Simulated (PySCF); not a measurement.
C₃H₁₁NSi₂, SMILES [SiH2](N)CC([SiH3])=C. Geometry optimised at PBE-D3(BJ)/def2-SVP. The structure was generated by enumeration, and PubChem lists no compound with its InChIKey, so it may never have been made. Other conformers were not sampled.

Computed equilibrium geometry at PBE-D3(BJ)/def2-SVP (PySCF confirms it by a frequency run) as Cartesian coordinates in Å (one conformer of several):
```xyz
17

C     -1.3912    -1.8424     0.0729
C     -1.0844    -0.5411    -0.1427
Si    -2.1853     0.8071     0.5919
C      0.1305    -0.1166    -0.9317
Si     1.6693    -0.0368     0.1900
N      3.0205     0.5937    -0.7270
H     -2.2615    -2.1441     0.6775
H     -0.7813    -2.6588    -0.3560
H     -2.8059     1.6209    -0.5163
H     -1.3854     1.7608     1.4411
H     -3.2746     0.1889     1.4244
H      0.3669    -0.8342    -1.7465
H     -0.0067     0.8783    -1.4092
H      2.0558    -1.4284     0.6098
H      1.2882     0.7360     1.4346
H      2.9961     1.5762    -1.0152
H      3.9604     0.3644    -0.3921
```
Charge 0, spin multiplicity 1.
